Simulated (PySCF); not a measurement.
# Selenium: a sound run and one with changed settings

Sound run: Se²⁺ [Ar] 3d10 4s2 4p2, Se³⁺ [Ar] 3d10 4s2 4p1. Calculation: PySCF 2.14, in cc-pVTZ-DK (6s5p3d1f, 43 functions); the spin-free X2C one-electron Hamiltonian (Gaussian nucleus). The sound run starts from symmetry-adapted Hartree-Fock orbitals and uses a fine grid where one is needed.

A second run was set up differently.

| species | method | sound run (hartree) | changed run (hartree) | converged |
| --- | --- | --- | --- | --- |
| Se²⁺ | UHF | -2426.98658 | -2426.98658 | yes |
| Se²⁺ | TPSS | -2428.60640 | -2428.62655 | yes |
| Se²⁺ | r2SCAN | -2428.64419 | -2428.55517 | yes |
| Se³⁺ | UHF | -2425.84733 | -2425.84733 | yes |
| Se³⁺ | TPSS | -2427.44414 | -2427.46262 | yes |
| Se³⁺ | r2SCAN | -2427.47456 | -2427.38119 | yes |

Ionisation energy of Se²⁺:

```json
{"method": "UHF", "sound run (eV)": "31.001", "changed run (eV)": "31.001"}
{"method": "TPSS", "sound run (eV)": "31.627", "changed run (eV)": "31.672"}
{"method": "r2SCAN", "sound run (eV)": "31.827", "changed run (eV)": "31.945"}
```

**Question.** What was changed?
A. radial grid too coarse
B. a valence shell is frozen
C. level shift left on
D. too few SCF iterations

**Answer.** A. It used radial step 0.5 in ln r (0.13 in the sound run). A coarse radial grid mis-integrates the density and the exchange-correlation energy, with errors of either sign; Hartree-Fock needs no grid.
